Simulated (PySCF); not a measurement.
# Mg⁺ (magnesium, charge +1): UHF calculation

Configuration: [Ne] 3s1, 2S determinant. Computed with PySCF 2.14 in def2-TZVPPD, with no relativity, point nucleus.

* Total energy: -199.363696 hartree
* One-electron energy: -275.6620 hartree
* Hartree (Coulomb) energy: 92.1586 hartree
* Exchange energy: -15.8603 hartree
* Kinetic energy: 199.36068 hartree
* ⟨S²⟩: 0.7501
* ⟨L²⟩: 0.000
* Sum of ⟨r⟩: 8.601 bohr
* Sum of ⟨r²⟩: 14.07 bohr²
* Density at the nucleus (Gaussians lack the cusp): 1050 bohr⁻³
* Spin density at the nucleus: 1.65 bohr⁻³
* Langevin diamagnetic susceptibility: -11.1 ×10⁻⁶ cm³/mol

```csv
shell,electrons,mean orbital energy (eV),"rms radius, mean of both spins (bohr)"
1s α,1,-1343.2,0.152
1s β,1,-1343.0,0.152
2s α,1,-111.48,0.756
2s β,1,-111.02,0.756
2p α,3,-70.981,0.772
2p β,3,-70.818,0.772
3s α,1,-14.726,3.05
```
